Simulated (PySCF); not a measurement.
## Relaxation of singlet HgF₂

Computed with B3LYP in PySCF with Hg def2-TZVP with ECP60, F def2-TZVP; scalar-relativistic core potentials, no spin–orbit coupling; density-fitted integrals. A (50,194) grid was used.

A hand-made linear start, of D∞h symmetry, held to at least that symmetry:

Coordinates in bohr (charge 0 multiplicity 1):
```
Hg    0.0000    0.0000    0.0000
F     0.0000    0.0000    3.7228
F     0.0000    0.0000   -3.7228
```

(1) What does it relax to?

(2) How much energy is released, and in how many steps?

## Answers

(1) It ends at D∞h with Hg–F 1.935 Å (×2); F–Hg–F 180.0°. A frequency run shows a minimum. Other isomers or separated fragments may lie lower.

(2) 2.4 kJ/mol in 3 steps.

No spin–orbit coupling is included, which matters more the heavier the element.
